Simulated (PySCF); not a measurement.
## Ge: electron affinity

Ge⁻ [Ar] 3d10 4s2 4p3 (4S) → Ge [Ar] 3d10 4s2 4p2 (3P), as a difference of total energies. All numbers are calculated (PySCF 2.14, the non-relativistic Hamiltonian (point nucleus), in def2-TZVPPD). Correlated levels: valence: [Ar] 3d10 frozen; valence and next inner shell: [Ne] frozen. The calculations carry no spin-orbit coupling.

```json
{"method": "UHF", "electron affinity (eV)": "0.531", "plus first-order spin-orbit estimate": "0.435", "difference from reference of that sum (eV)": "-0.798"}
{"method": "LDA", "electron affinity (eV)": "1.048", "plus first-order spin-orbit estimate": "0.952", "difference from reference of that sum (eV)": "-0.281"}
{"method": "PBE", "electron affinity (eV)": "0.945", "plus first-order spin-orbit estimate": "0.849", "difference from reference of that sum (eV)": "-0.384"}
{"method": "PBE0", "electron affinity (eV)": "1.008", "plus first-order spin-orbit estimate": "0.912", "difference from reference of that sum (eV)": "-0.321"}
{"method": "r2SCAN", "electron affinity (eV)": "1.135", "plus first-order spin-orbit estimate": "1.039", "difference from reference of that sum (eV)": "-0.194"}
{"method": "PW91", "electron affinity (eV)": "0.981", "plus first-order spin-orbit estimate": "0.885", "difference from reference of that sum (eV)": "-0.348"}
{"method": "wB97X-V", "electron affinity (eV)": "0.763", "plus first-order spin-orbit estimate": "0.667", "difference from reference of that sum (eV)": "-0.566"}
{"method": "revPBE", "electron affinity (eV)": "0.921", "plus first-order spin-orbit estimate": "0.824", "difference from reference of that sum (eV)": "-0.409"}
{"method": "wB97X", "electron affinity (eV)": "0.759", "plus first-order spin-orbit estimate": "0.663", "difference from reference of that sum (eV)": "-0.570"}
{"method": "MP2 (valence)", "electron affinity (eV)": "0.958", "plus first-order spin-orbit estimate": "0.862", "difference from reference of that sum (eV)": "-0.371"}
{"method": "SCS-MP2 (valence)", "electron affinity (eV)": "0.823", "plus first-order spin-orbit estimate": "0.727", "difference from reference of that sum (eV)": "-0.506"}
{"method": "MP2 (valence and next inner shell)", "electron affinity (eV)": "1.001", "plus first-order spin-orbit estimate": "0.905", "difference from reference of that sum (eV)": "-0.328"}
{"method": "SCS-MP2 (valence and next inner shell)", "electron affinity (eV)": "0.849", "plus first-order spin-orbit estimate": "0.753", "difference from reference of that sum (eV)": "-0.480"}
```

Reference: 1.233 eV (measured; photodetachment measurements, as compiled on the Wikipedia data page of electron affinities).

A first-order spin-orbit estimate (lowest level to lowest level, LS coupling) adds -0.096 eV.

These non-relativistic numbers lack the scalar-relativistic shift.

Errors of the correlated levels include the incompleteness of this basis and the frozen core.

In the anion the highest occupied orbital energy is positive at LDA, PBE, PBE0, r2SCAN, PW91, revPBE, a self-interaction effect; the basis confines that electron, and the energy difference can still be sensible.
